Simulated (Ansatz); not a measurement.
`OP1[O][GeH2][SiH2]1`, relaxed with RKS PBE0-D4/def2-TZVP in the Gaussian-basis code of Ansatz from a PBE-D4/def2-SVP geometry. The force threshold is 0.005 eV/Å; the program also tests the step.

Total charge 0; spin multiplicity 1.

Start:

```xyz
10

O     1.966   -0.473   -0.581
P     1.147   -0.753    0.890
O    -0.264   -1.541    0.410
Ge   -1.356   -0.333   -0.498
Si   -0.009    1.278    0.672
H     2.613   -1.195   -0.710
H    -1.197   -0.513   -2.034
H    -2.823   -0.654   -0.092
H     0.604    2.473   -0.008
H    -0.680    1.711    1.951
```

(1) By how much does the energy fall, and how many steps does the optimiser take? (An estimate is asked.)

(2) Which bonds change most? (Estimate.)

(3) Give the relaxed structure. (Best estimate.)

## Answers

(1) Ansatz gave: 0.09 eV, in 10 steps, 3 of them rejected.

(2) Ansatz gave: P2–O3 from 1.686 to 1.636 Å; O1–P2 from 1.707 to 1.661 Å; O3–Ge4 from 1.864 to 1.838 Å; P2–Si5 from 2.347 to 2.322 Å.

(3) Computed: 
```xyz
10

O     1.969   -0.496   -0.545
P     1.110   -0.759    0.852
O    -0.247   -1.514    0.335
Ge   -1.371   -0.319   -0.494
Si   -0.015    1.264    0.666
H     2.661   -1.157   -0.640
H    -1.248   -0.483   -2.019
H    -2.806   -0.671   -0.056
H     0.601    2.422   -0.032
H    -0.653    1.713    1.933
```
